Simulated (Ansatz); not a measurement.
`F[SiH]([SiH3])[SiH3]` + H₂O → `O[SiH](F)[SiH3]` + SiH₄ at 298.15 K and 1 bar (formal hydrolysis of the Si–Si bond).

Program: Ansatz. Geometries: PBE0-D4/def2-TZVP. ΔE: electronic, gas phase. CCSD(T)/CBS is the MP2 limit (def2-TZVPP, def2-QZVPP) plus CCSD(T) − MP2 in def2-TZVPP, frozen cores. This one scheme is used for every species. One conformer a species, not always the lowest.

```csv
species,CCSD(T)/CBS energy (Eh),H − E (kJ/mol),S (J/(mol·K))
`F[SiH]([SiH3])[SiH3]`,-971.28016,184.9,375.8
H₂O,-76.37941,66.4,188.7
`O[SiH](F)[SiH3]`,-756.23815,153.8,340.1
SiH₄,-291.46306,92.1,204.8
```

H − E and S are ideal-gas, rigid-rotor, harmonic terms from PBE0-D4/def2-TZVP, for one conformer and one mirror image of each species. 1 Eh = 2625.50 kJ/mol, R = 8.31446 J/(mol·K).

Question: By hand: ΔE, ΔH, ΔS and ΔG.

Answer: ΔE = (-756.23815) + (-291.46306) − (-971.28016) − (-76.37941) = -0.04164 Eh = -109.3 kJ/mol. Δ(H − E) = 153.8 + 92.1 − 184.9 − 66.4 = -5.4, so ΔH = -114.7 kJ/mol. ΔS = 340.1 + 204.8 − 375.8 − 188.7 = -19.6 J/(mol·K). ΔG = -114.7 − 298.15 × (-19.6)/1000 = -108.9 kJ/mol.

Question: By hand: the equilibrium constant, and the temperature at which ΔG would vanish if ΔH and ΔS stayed fixed.

Answer: log₁₀ K = −ΔG/(RT ln 10) = 19.1. ΔG = 0 at ΔH/ΔS = 5852 K, far beyond where these terms or the molecules hold.

ΔH outweighs TΔS. A doubt of 5 kJ/mol in ΔE shifts log₁₀ K by 0.9 here. Other conformers and mirror images would add mixing entropy, several J/(mol·K) or more a flexible species. These are equilibria of isolated gas molecules and say nothing of rates. Largest T1 diagnostic: 0.013 (customary marks: 0.02 for closed shells, 0.045 for open ones).
